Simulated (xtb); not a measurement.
xtb input (GFN2-xTB):

```bash
xtb mol.xyz --gfn 2 --sp --chrg 1 --uhf 0
```
mol.xyz:
```
6

B     -0.18160485     0.04370785    -0.03515311
F     -0.39392446     1.29114953    -0.24090304
F     -0.97782706    -0.96100242    -0.02462587
O      1.22471934    -0.29476005     0.23706800
H      1.93393679     0.37835662     0.25821817
H      1.52209645    -1.21013946     0.41076358
```

Output:

```
           -------------------------------------------------
          |                Calculation Setup                |
           -------------------------------------------------

           -------------------------------------------------
          |                 G F N 2 - x T B                 |
           -------------------------------------------------

        Reference                      10.1021/acs.jctc.8b01176
      * Hamiltonian:
        H0-scaling (s, p, d)           1.850000    2.230000    2.230000
        zeta-weighting                 0.500000
      * Dispersion:
        s8                             2.700000
        a1                             0.520000
        a2                             5.000000
        s9                             5.000000
      * Repulsion:
        kExp                           1.500000    1.000000
        rExp                           1.000000
      * Coulomb:
        alpha                          2.000000
        third order                    shell-resolved
        anisotropic                    true
        a3                             3.000000
        a5                             4.000000
        cn-shift                       1.200000
        cn-exp                         4.000000
        max-rad                        5.000000

          ...................................................
          :                      SETUP                      :
          :.................................................:
          :  # basis functions                  18          :
          :  # atomic orbitals                  18          :
          :  # shells                           10          :
          :  # electrons                        24          :
          :  max. iterations                   250          :
          :  Hamiltonian                  GFN2-xTB          :
          :  restarted?                      false          :
          :  GBSA solvation                  false          :
          :  PC potential                    false          :
          :  electronic temp.          300.0000000     K    :
          :  accuracy                    1.0000000          :
          :  -> integral cutoff          0.2500000E+02      :
          :  -> integral neglect         0.1000000E-07      :
          :  -> SCF convergence          0.1000000E-05 Eh   :
          :  -> wf. convergence          0.1000000E-03 e    :
          :  Broyden damping             0.4000000          :
          :  net charge                          1          :
          :  unpaired electrons                  0          :
          ...................................................

 iter      E             dE          RMSdq      gap      omega  full diag
   1    -15.4346219 -0.154346E+02  0.823E+00    8.16       0.0  T
   2    -15.4701205 -0.354986E-01  0.496E+00    7.54       1.0  T
   3    -15.4776267 -0.750621E-02  0.101E+00    7.81       1.0  T
   4    -15.4776444 -0.177012E-04  0.464E-01    7.81       1.0  T
   5    -15.4776372  0.727391E-05  0.112E-01    7.88       1.0  T
   6    -15.4776959 -0.587069E-04  0.198E-02    7.83       2.1  T
   7    -15.4776963 -0.378754E-06  0.913E-03    7.83       4.5  T
   8    -15.4776964 -0.120605E-06  0.329E-03    7.83      12.4  T
   9    -15.4776964 -0.182344E-07  0.116E-03    7.83      35.1  T
  10    -15.4776964 -0.109073E-07  0.262E-04    7.83     155.8  T
  11    -15.4776964 -0.485283E-09  0.275E-05    7.83    1484.1  T

   *** convergence criteria satisfied after 11 iterations ***

         #    Occupation            Energy/Eh            Energy/eV
      -------------------------------------------------------------
         1        2.0000           -1.0923113             -29.7233
       ...           ...                  ...                  ...
         6        2.0000           -0.8556279             -23.2828
         7        2.0000           -0.8244249             -22.4337
         8        2.0000           -0.8012247             -21.8024
         9        2.0000           -0.7951771             -21.6379
        10        2.0000           -0.7721176             -21.0104
        11        2.0000           -0.7670160             -20.8716
        12        2.0000           -0.7643415             -20.7988 (HOMO)
        13                         -0.4765001             -12.9662 (LUMO)
        14                         -0.3372886              -9.1781
        15                         -0.0767925              -2.0896
        16                         -0.0135903              -0.3698
        17                          0.0729409               1.9848
        18                          0.4709777              12.8160
      -------------------------------------------------------------
                  HL-Gap            0.2878414 Eh            7.8326 eV
             Fermi-level           -0.6204208 Eh          -16.8825 eV

 SCC (total)                   0 d,  0 h,  0 min,  0.003 sec
 SCC setup                      ...        0 min,  0.000 sec (  2.399%)
 Dispersion                     ...        0 min,  0.000 sec (  0.844%)
 classical contributions        ...        0 min,  0.000 sec (  0.433%)
 integral evaluation            ...        0 min,  0.000 sec ( 13.768%)
 iterations                     ...        0 min,  0.002 sec ( 58.047%)
 molecular gradient             ...        0 min,  0.001 sec ( 20.618%)
 printout                       ...        0 min,  0.000 sec (  3.584%)

         :::::::::::::::::::::::::::::::::::::::::::::::::::::
         ::                     SUMMARY                     ::
         :::::::::::::::::::::::::::::::::::::::::::::::::::::
         :: total energy             -15.401081557416 Eh    ::
         :: gradient norm              0.022831915230 Eh/a0 ::
         :: HOMO-LUMO gap              7.832563020370 eV    ::
         ::.................................................::
         :: SCC energy               -15.477696295003 Eh    ::
         :: -> isotropic ES            0.194139462504 Eh    ::
         :: -> anisotropic ES          0.001030054889 Eh    ::
         :: -> anisotropic XC         -0.003973772409 Eh    ::
         :: -> dispersion             -0.001284290247 Eh    ::
         :: repulsion energy           0.076614737587 Eh    ::
         :: add. restraining           0.000000000000 Eh    ::
         :: total charge               1.000000000000 e     ::
         :::::::::::::::::::::::::::::::::::::::::::::::::::::

           -------------------------------------------------
          |                Property Printout                |
           -------------------------------------------------

    * Orbital Energies and Occupations

         #    Occupation            Energy/Eh            Energy/eV
      -------------------------------------------------------------
         1        2.0000           -1.0923113             -29.7233
         2        2.0000           -1.0915160             -29.7017
         3        2.0000           -1.0368791             -28.2149
         4        2.0000           -0.9307586             -25.3272
         5        2.0000           -0.9239253             -25.1413
         6        2.0000           -0.8556279             -23.2828
         7        2.0000           -0.8244249             -22.4337
         8        2.0000           -0.8012247             -21.8024
         9        2.0000           -0.7951771             -21.6379
        10        2.0000           -0.7721176             -21.0104
        11        2.0000           -0.7670160             -20.8716
        12        2.0000           -0.7643415             -20.7988 (HOMO)
        13                         -0.4765001             -12.9662 (LUMO)
        14                         -0.3372886              -9.1781
Note: The following floating-point exceptions are signalling: IEEE_DENORMAL
normal termination of xtb
        15                         -0.0767925              -2.0896
        16                         -0.0135903              -0.3698
        17                          0.0729409               1.9848
        18                          0.4709777              12.8160
      -------------------------------------------------------------
                  HL-Gap            0.2878414 Eh            7.8326 eV
             Fermi-level           -0.6204208 Eh          -16.8825 eV

     #   Z          covCN         q      C6AA      α(0)
     1   5 B        2.224     0.635    23.489     9.850
     2   9 F        0.722    -0.119    10.438     3.815
     3   9 F        0.722    -0.119    10.438     3.815
     4   8 O        2.386    -0.285    18.690     5.839
     5   1 H        0.803     0.444     0.412     1.008
     6   1 H        0.803     0.444     0.412     1.008

 Mol. C6AA /au·bohr⁶  :        276.190570
 Mol. C8AA /au·bohr⁸  :       6343.972641
 Mol. α(0) /au        :         25.335530

Wiberg/Mayer (AO) data.
largest (>0.10) Wiberg bond orders for each atom

 ---------------------------------------------------------------------------
     #   Z sym  total        # sym  WBO       # sym  WBO       # sym  WBO
 ---------------------------------------------------------------------------
     1   5 B    3.316 --     3 F    1.226     2 F    1.226     4 O    0.857
     2   9 F    1.359 --     1 B    1.226
     3   9 F    1.359 --     1 B    1.226
     4   8 O    2.534 --     1 B    0.857     6 H    0.789     5 H    0.789
     5   1 H    0.803 --     4 O    0.789
     6   1 H    0.803 --     4 O    0.789
 ---------------------------------------------------------------------------

Topologies differ in total number of bonds
Writing topology from bond orders to xtbtopo.mol

molecular dipole:
                 x           y           z       tot (Debye)
 q only:        2.330      -0.561       0.451
   full:        2.622      -0.631       0.508       6.976
molecular quadrupole (traceless):
                xx          xy          yy          xz          yz          zz
 q only:        6.848      -2.390      -2.621       2.177      -0.665      -4.227
  q+dip:        7.300      -2.725      -3.388       2.244      -0.570      -3.912
   full:        7.305      -2.922      -4.049       2.161      -0.415      -3.256

           -------------------------------------------------
          | TOTAL ENERGY              -15.401081557416 Eh   |
          | GRADIENT NORM               0.022831915230 Eh/α |
          | HOMO-LUMO GAP               7.832563020370 eV   |
           -------------------------------------------------

------------------------------------------------------------------------
------------------------------------------------------------------------
 total:
 SCF:
```

It need not be the lowest isomer of its formula.
